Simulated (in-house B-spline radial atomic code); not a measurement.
**Pt5+: [Xe] 4f14 5d5**

All numbers are computed (Dirac-Kohn-Sham B3LYP, spherical fractional occupations, exact exchange averaged over the configuration; Fermi nucleus of rms radius 5.427 fm) with a B-spline radial code for spherical atoms, not measured.

Effective charges: Z_r = [3n² - l(l+1)]/(2<r>) from the radius, Z_e = n√(-2ε) from the energy, and Slater's rules. Values are occupation-weighted means over j. An effective charge above Z reflects the relativistic contraction of the inner shells.

```tsv
shell	electrons	ε (eV)	<r> (bohr)	Z_r	Z_e	Slater
1s	2	-78470	0.01715	87.45	75.94	77.70
2s	2	-13864	0.0717	83.69	63.84	73.85
2p	6	-12136	0.06469	77.29	59.73	73.85
3s	2	-3322.3	0.1865	72.38	46.88	66.75
3p	6	-2809.5	0.1871	66.82	43.11	66.75
3d	10	-2202.3	0.1705	61.60	38.17	56.85
4s	2	-774.95	0.415	57.83	30.19	50.25
4p	6	-604.17	0.4403	52.24	26.66	50.25
4d	10	-382.99	0.4683	44.85	21.22	38.85
5s	2	-172.85	0.9447	39.69	17.82	20.35
4f	14	-143	0.5139	35.02	12.97	27.45
5p	6	-125.91	1.072	34.04	15.21	20.35
5d	5	-69.309	1.385	24.92	11.29	8.60
```

The least bound orbital is 5d5/2 at -68.54 eV, and it is also the most diffuse (<r> = 1.398 bohr).

Spin-orbit splittings of the orbital energies (j = l + 1/2 above j = l - 1/2 when positive): 2p 1730 eV, 3p 381.3 eV, 3d 82.05 eV, 4p 91.11 eV, 4d 17 eV, 4f 3.502 eV, 5p 15.92 eV, 5d 1.913 eV.

For the 1s electron the small component carries 8.74 % of the norm, the zero-frequency Breit interaction raises the level by 290.2 eV, self-energy by 184.8 eV, and vacuum polarisation lowers it by 37.11 eV.

The density falls to 0.001 bohr⁻³ at 2.982 bohr; Σ<r²> = 30.153 bohr² gives, by the non-relativistic formula and without the paramagnetism of open shells, a Langevin diamagnetic susceptibility of -23.88×10⁻⁶ cm³/mol.
